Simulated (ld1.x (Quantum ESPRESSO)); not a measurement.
# LDA (PZ) PAW dataset for zinc (Zn), scalar-relativistic all-electron reference.

ld1.x (Quantum ESPRESSO) 7.5 input, shortened:

```
&input
   title='Zn', zed=30., rel=1, dft='PZ', iswitch=3,
   config='[Ar] 3d10 4s0 4p0'
 /
 &inputp
   pseudotype=3, lpaw=.true., tm=.true., lloc=-1, rcloc=0.75,
   nlcc=.true., new_core_ps=.true.,
   which_augfun='PSQ', rmatch_augfun_nc=.true.
 /
6
4S  1  0   0.00   0.00  1.15  1.35  0.0
4S  1  0   0.00  -1.30  1.15  1.35  0.0
3P  2  1   6.00   0.00  1.15  1.30  0.0
4P  3  1   0.00   0.00  1.15  1.30  0.0
3D  3  2  10.00   0.00  0.80  0.85  0.0
3D  3  2   0.00  -1.25  0.80  0.85  0.0
 &test
   configts(1)='3p6 3d10 4s0 4p0'
 /
```

All-electron outer shells of the reference configuration (LDA (PZ), scalar-relativistic, ld1.x):

```csv
shell,level (eV),outermost node (bohr),outermost maximum (bohr)
3s,-149.60,0.28,0.59
3p,-104.26,0.25,0.59
3d,-31.22,–,0.56
4s,-23.24,0.84,1.89
4p,-15.70,0.91,2.25
```

What the tests gave:

| Quantity | Value |
| --- | --- |
| Configuration tests | test run stopped at test 1 of 9 (negative rho) |
| Lowest eigenvalue of the overlap operator | -1.11 (p channel); it is negative, so in a basis up to 400 Ry S is not positive definite and the file is unfit for use |
| Density cutoff estimated by the generator | 659 Ry |

The ghost test of this file was not conclusive. Its overlap operator is not positive definite in a basis up to 400 Ry (lowest eigenvalue s -0.27, p -1.11), so the file is unfit for use: the generalised eigenproblem breaks down once the basis is large enough, and its test numbers describe a broken file.

Generation and tests took about 1.1 s on one core of a shared server CPU.
